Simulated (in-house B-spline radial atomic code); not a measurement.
Functionals against NIST's ionisation energies along a row: Zr⁺ to Cd⁺

Ionisation energies as differences of self-consistent total energies from a B-spline radial code for spherical atoms: all electrons, radial basis limit, scalar-relativistic (one-electron X2C), spin-polarised at highest spin, spherical densities; exact exchange is averaged over the determinants of each configuration. No spin-orbit coupling, Breit or QED terms. NIST's values run from ground level to ground level, so in open shells the differences also hold multiplet and fine-structure energies that spherical high-spin averages miss. Columns give computed minus NIST, in eV; a star marks a semi-empirical value. Species are left out where the tabulated value is theory, is uncertain by more than 0.12 eV, or (13 ions, such as In⁴⁺, Te⁴⁺ and Bi⁴⁺) lies off its series for all methods alike, which flatters the means a little.

| species | shell | NIST (eV) | RPBE | TPSS | wB97X | LC-wPBE | B97-1 | revTPSS |
| --- | --- | --- | --- | --- | --- | --- | --- | --- |
| Zr⁺ | 5s | 13.13 | +0.21 | +0.07 | -0.51 | -0.21 | -0.21 | +0.03 |
| Ru⁺ | 4d | 16.76 ± 0.06* | -0.15 | -0.29 | -0.20 | -0.38 | -0.11 | -0.36 |
| Ag⁺ | 4d | 21.48 | +0.35 | +0.33 | +0.04 | +0.09 | +0.18 | +0.28 |
| Cd⁺ | 5s | 16.91 | +0.28 | +0.12 | -0.30 | -0.15 | -0.05 | +0.07 |

How do the methods rank, and which species is hardest?

Mean absolute (signed) differences: B97-1 0.14 (-0.05) eV; revTPSS 0.18 (+0.01) eV; TPSS 0.20 (+0.06) eV; LC-wPBE 0.21 (-0.16) eV; RPBE 0.25 (+0.17) eV; wB97X 0.26 (-0.24) eV. For Ru⁺, which loses a 4d electron, the nearest method is off by -0.11 eV, the largest such miss.
